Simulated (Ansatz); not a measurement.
Consider the isomerisation: `[CH3][SnH]([CH3])[SiH3]` → `C[CH2][SnH2][SiH3]`.

Calculated with Ansatz (gas phase, PBE0-D4/def2-TZVP geometries, no zero-point term in ΔE). CBS: MP2 limit from def2 TZ/QZ plus the TZ coupled-cluster correction, frozen cores. DFT in def2-TZVPP. B3LYP here is the variant with VWN-RPA as its local correlation; programs differ in this. Elements past krypton have def2 core potentials. For Sn outer-core shells are correlated without core-valence functions, which leaves a few kJ/mol of doubt a bond. One conformer a species, not always the lowest.

`[CH3][SnH]([CH3])[SiH3]`:

```xyz
14

C     1.009   -1.842   -0.076
Sn   -0.456   -0.312    0.278
C    -1.346    0.242   -1.596
Si    0.625    1.729    1.401
H     1.798   -1.459   -0.724
H     0.538   -2.698   -0.560
H     1.452   -2.168    0.865
H    -1.680   -0.951    1.298
H    -1.791   -0.636   -2.066
H    -0.586    0.652   -2.262
H    -2.122    0.992   -1.442
H    -0.380    2.797    1.653
H     1.691    2.296    0.529
H     1.246    1.357    2.702
```

`C[CH2][SnH2][SiH3]`:

```xyz
14

C    -0.873   -1.724   -0.503
C    -1.392   -0.295   -0.559
Sn   -0.348    1.037    0.777
Si    2.158    1.077    0.229
H    -0.966   -2.149    0.500
H     0.182   -1.784   -0.783
H    -1.427   -2.377   -1.185
H    -1.300    0.118   -1.567
H    -2.451   -0.250   -0.293
H    -1.006    2.615    0.663
H    -0.580    0.488    2.385
H     2.375    1.575   -1.157
H     2.732   -0.292    0.323
H     2.899    1.961    1.168
```

```csv
level,ΔE (kJ/mol),difference from CCSD(T)/CBS
PBE0-D4,33.0,-6.6
PBE,34.5,-5.1
B3LYP,35.7,-3.9
HF/def2-TZVPP,31.6,-8.0
SCS-MP2/def2-TZVPP,37.8,-1.8
CCSD/def2-TZVPP,35.5,-4.1
CCSD(T)/def2-TZVPP,36.4,-3.2
MP2/def2-QZVPP,42.5,2.9
SCS-MP2/def2-QZVPP,39.6,0.0
MP2/CBS(def2),43.7,4.1
CCSD(T)/CBS,39.6,0
```

Largest T1 diagnostic among the species: 0.012.

In def2-TZVPP, CCSD(T) changes the Hartree–Fock value by +4.8 kJ/mol (the triples alone add +0.9 kJ/mol) and MP2 by +9.0 kJ/mol.
